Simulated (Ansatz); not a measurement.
`C[Si](C)(C)C#Cc1cnc(-c2cnc(-c3cnc(C#C[Si](C)(C)C)s3)s2)s1`. Total charge 0; triplet. Geometry r2SCAN-D4/def2-SVP, that of the neutral singlet; atoms count from 1.

```tsv
atom	x (Å)	y (Å)	z (Å)
C1	2.5821	-4.1297	7.6701
Si2	3.3607	-5.0676	6.2411
C3	5.1473	-4.5395	6.0020
C4	3.2490	-6.9210	6.5242
C5	2.4217	-4.6719	4.7008
C6	1.7926	-4.4262	3.6718
C7	1.0725	-4.1629	2.4984
C8	0.4178	-5.0611	1.6558
N9	-0.2056	-4.5390	0.5822
C10	-0.0701	-3.2279	0.5324
C11	-0.6404	-2.4230	-0.5159
C12	-1.3908	-2.8868	-1.5936
N13	-1.8288	-1.9542	-2.4616
C14	-1.4484	-0.7432	-2.1079
C15	-1.7792	0.4393	-2.8582
C16	-2.5290	0.4752	-4.0335
N17	-2.7262	1.6892	-4.5816
C18	-2.1497	2.6407	-3.8726
C19	-2.1643	4.0160	-4.1687
C20	-2.1745	5.2188	-4.4230
Si21	-2.2354	7.0125	-4.8745
C22	-4.0399	7.5230	-4.9601
C23	-1.3247	7.9855	-3.5527
C24	-1.4066	7.2145	-6.5467
S25	-1.3017	2.0497	-2.4365
S26	-0.4920	-0.6957	-0.6298
S27	0.8641	-2.5497	1.8534
H28	1.5276	-4.4167	7.8087
H29	2.6155	-3.0417	7.4996
H30	3.1181	-4.3415	8.6105
H31	5.6099	-5.0686	5.1536
H32	5.7411	-4.7610	6.9047
H33	5.2216	-3.4580	5.8054
H34	2.2026	-7.2448	6.6424
H35	3.6822	-7.4808	5.6800
H36	3.7974	-7.2074	7.4373
H37	0.3989	-6.1377	1.8401
H38	-1.6177	-3.9450	-1.7379
H39	-2.9400	-0.4251	-4.4946
H40	-4.1282	8.5862	-5.2399
H41	-4.5420	7.3844	-3.9895
H42	-4.5856	6.9283	-5.7099
H43	-0.2714	7.6715	-3.4776
H44	-1.3400	9.0627	-3.7887
H45	-1.7894	7.8502	-2.5631
H46	-1.4305	8.2703	-6.8650
H47	-0.3533	6.8937	-6.5134
H48	-1.9171	6.6160	-7.3180
```

Single mean-field runs in def2-TZVP are fitted with def2-universal-jkfit. At PBE0-D4/def2-TZVP a singlet of charge 0 lies 1.89 eV below the triplet at the same geometry.

(1) Estimate the Mulliken populations of the heavy atoms from the PBE0/def2-TZVP orbitals of Ansatz.

(2) Where does the spin sit?

(3) And the Mayer bond orders between heavy atoms (over 0.3)?

Results:

(1) 
```tsv
atom	charge (e)	spin (α − β)
C1	-0.48	0.00
Si2	0.33	0.00
C3	-0.48	0.00
C4	-0.48	0.00
C5	0.05	0.20
C6	0.04	-0.12
C7	-0.21	0.28
C8	-0.10	-0.07
N9	-0.21	0.16
C10	0.12	-0.01
C11	0.04	0.30
C12	-0.11	0.17
N13	-0.19	0.02
C14	0.15	0.29
C15	0.00	0.00
C16	-0.12	0.28
N17	-0.18	-0.10
C18	-0.18	0.30
C19	-0.01	-0.14
C20	0.11	0.23
Si21	0.33	0.00
C22	-0.48	0.00
C23	-0.48	0.00
C24	-0.48	0.00
S25	0.02	0.03
S26	-0.03	0.10
S27	0.03	0.07
```
Mulliken values depend strongly on the basis.

(2) Summed by element: C 1.74, Si 0.00, N 0.08, S 0.20, H -0.02, of 2 unpaired in all. Largest on single atoms: C11 0.30, C18 0.30, C14 0.29.

(3) C1–Si2 1.01 (1.88 Å); Si2–C3 1.01 (1.88 Å); Si2–C4 1.01 (1.88 Å); Si2–C5 0.97 (1.85 Å); C5–C6 2.51 (1.23 Å); C6–C7 1.21 (1.40 Å); C7–C8 1.40 (1.39 Å); C7–S27 1.28 (1.75 Å); C8–N9 1.49 (1.35 Å); N9–C10 1.40 (1.32 Å); C10–C11 1.17 (1.44 Å); C10–S27 1.24 (1.75 Å); C11–C12 1.23 (1.39 Å); C11–S26 1.21 (1.74 Å); C12–N13 1.59 (1.35 Å); N13–C14 1.34 (1.32 Å); C14–C15 1.18 (1.44 Å); C14–S26 1.15 (1.76 Å); C15–C16 1.32 (1.39 Å); C15–S25 1.21 (1.73 Å); C16–N17 1.49 (1.35 Å); N17–C18 1.42 (1.32 Å); C18–C19 1.38 (1.41 Å); C18–S25 1.26 (1.77 Å); C19–C20 2.54 (1.23 Å); C20–Si21 0.96 (1.85 Å); Si21–C22 1.01 (1.88 Å); Si21–C23 1.01 (1.88 Å); Si21–C24 1.01 (1.88 Å).
